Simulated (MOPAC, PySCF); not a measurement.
Ligands exchanged one at a time, B SH-H. All species are isolated molecules in the gas phase. One relaxed conformer stands for each flexible species; it need not be the lowest. Strings in code marks are SMILES.

Quantity: redistribution energy (mixed species minus the weighted end members), in kcal/mol. Semi-empirical values (MOPAC) are differences of heats of formation.

Level 1: CAM-B3LYP-D3(BJ)/def2-TZVP (PySCF)
Level 2: M06-2X/6-31G* // CAM-B3LYP-D3(BJ)/def2-TZVP (PySCF)
Level 3: frozen-core MP2/6-31G* // CAM-B3LYP-D3(BJ)/def2-TZVP (PySCF)
Level 4: PM6 // CAM-B3LYP-D3(BJ)/def2-TZVP (MOPAC)

```tsv
species	level 2	level 3	level 4
2 of 3 SH replaced by H: `SB` (H–B–S–H torsion 0°)	-7.00	-6.68	-7.25
1 of 3 SH replaced by H: `SBS` (H–S–B–S torsion 0°, S–B–S–H torsion 0°)	-6.33	-5.96	-6.65
```

Q: What does level 1 give for each?

A: 
- 2 of 3 SH replaced by H: `SB` (H–B–S–H torsion 0°): -7.22
- 1 of 3 SH replaced by H: `SBS` (H–S–B–S torsion 0°, S–B–S–H torsion 0°): -6.29
